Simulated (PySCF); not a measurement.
Molecule: SMILES CN[Si](N)(N)F, CH8FN3Si.

Geometry (Å), atoms numbered from 1 in this order:
```xyz
14

C     1.8407    0.8895   -0.0683
N     0.9559   -0.2026   -0.3983
Si   -0.5874   -0.4665    0.3009
N    -1.5580    0.9536    0.3824
N    -1.2258   -1.8196   -0.5422
F    -0.5541   -0.9369    1.8523
H     2.5373    0.6354    0.7384
H     2.4220    1.1830   -0.9462
H     1.2471    1.7422    0.2543
H     1.4608   -1.0111   -0.7245
H    -1.5021    1.5249    1.2088
H    -1.6590    1.5284   -0.4361
H    -1.3576   -1.7484   -1.5358
H    -2.0205   -2.2723   -0.1227
```

Frames of a GFN2-xTB Langevin trajectory at 400 K; GIAO PBE0/pcSseg-1 shieldings in PySCF 2.14, gas phase, non-relativistic; equivalent atoms averaged within each frame.

References, each an isolated molecule treated in the same way: TMS for 13C (σ = 186.93 ppm) and 29Si (σ = 349.16 ppm) and 1H (σ = 31.72 ppm); NH3 for 15N (σ = 267.73 ppm); 19F (σ = 170.95 ppm) against CFCl3. The references are static minima.

How do the shifts (ppm) fluctuate along the trajectory?

Results:


| time (fs) | C1 | N2 | N4/N5 | Si3 | F6 | H7/H8/H9 | H10 | H11/H12/H13/H14 |
| --- | --- | --- | --- | --- | --- | --- | --- | --- |
| 250 | 31.1 | 30.2 | 27.5 | -48.5 | -149.1 | 3.15 | 0.85 | 0.85 |
| 425 | 26.6 | 20.5 | 35.6 | -27.4 | -134.9 | 2.51 | 0.63 | 1.51 |
| 625 | 38.4 | 31.4 | 26.3 | -24.4 | -156.0 | 3.29 | -0.27 | 0.68 |
| 800 | 38.3 | 32.7 | 25.0 | -39.5 | -128.4 | 3.60 | -0.67 | 0.89 |
| 1000 | 28.1 | 31.7 | 31.8 | -37.6 | -161.0 | 2.87 | 0.02 | 1.32 |
| mean of frames | 32.5 | 29.3 | 29.2 | -35.5 | -145.9 | 3.09 | 0.11 | 1.05 |
| standard deviation | 5.6 | 5.0 | 4.4 | 9.7 | 13.9 | 0.42 | 0.63 | 0.35 |

5 frames give an uncertainty of the mean of about the standard deviation over 2.2 at best, since frames this close in time may not be independent; classical motion lacks zero-point vibration, and the reference would need the same averaging.
